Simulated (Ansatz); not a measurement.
Species: BHCl₂, charge 0, singlet. BHCl2 (SMILES ClBCl).
B3LYP-D3(BJ)/def2-TZVP minimum from Ansatz (a program for electronic structure):
```
B
H 1 1.1816
Cl 1 1.7421 2 119.57
Cl 1 1.7421 2 119.57 3 -180.00
```
Charge 0, spin multiplicity 1.

Total energies in hartree (Ansatz). Open shells are spin-unrestricted; no spin-orbit coupling. Correlated methods leave the cores frozen. No relativity. For partners of very few electrons the exact lower level stands in for a higher one.

```tsv
species	HF/cc-pV(T+d)Z	CCSD(T)/cc-pV(T+d)Z	HF/cc-pV(Q+d)Z	CCSD(T)/cc-pV(Q+d)Z	CCSDT(Q)/cc-pV(T+d)Z
1: BHCl2 (SMILES ClBCl)	-944.39220	-944.92949	-944.40082	-944.98275	-944.93164
2: B (doublet)	-24.53207	-24.59810	-24.53297	-24.60084	-24.59852
3: H (doublet)	-0.49981	-0.49981	-0.49995	-0.49995	-0.49981
4: Cl (doublet)	-459.48556	-459.67356	-459.48916	-459.69449	-459.67440
```

Work out the atomisation energy (electronic, to ground-state atoms) in kcal/mol: take Hartree-Fock from cc-pV(Q+d)Z, extrapolate the CCSD(T) correlation energy as X^-3 (X = 3, 4), and add CCSDT(Q) - CCSD(T) in cc-pV(T+d)Z. 1 hartree = 627.51 kcal/mol.


Species 1: correlation (64·(-0.58193) - 27·(-0.53729))/37 = -0.61451; step -0.00215; E1 = -944.40082 + (-0.61451) + (-0.00215) = -945.01748
Species 2: correlation (64·(-0.06787) - 27·(-0.06603))/37 = -0.06921; step -0.00042; E2 = -24.53297 + (-0.06921) + (-0.00042) = -24.60260
Species 3: correlation (64·(0.00000) - 27·(0.00000))/37 = 0.00000; step +0.00000; E3 = -0.49995 + (0.00000) + (+0.00000) = -0.49995
Species 4: correlation (64·(-0.20533) - 27·(-0.18800))/37 = -0.21798; step -0.00084; E4 = -459.48916 + (-0.21798) + (-0.00084) = -459.70798
-1·E1 +1·E2 +1·E3 +2·E4 = 0.49897 hartree = 313.1 kcal/mol.
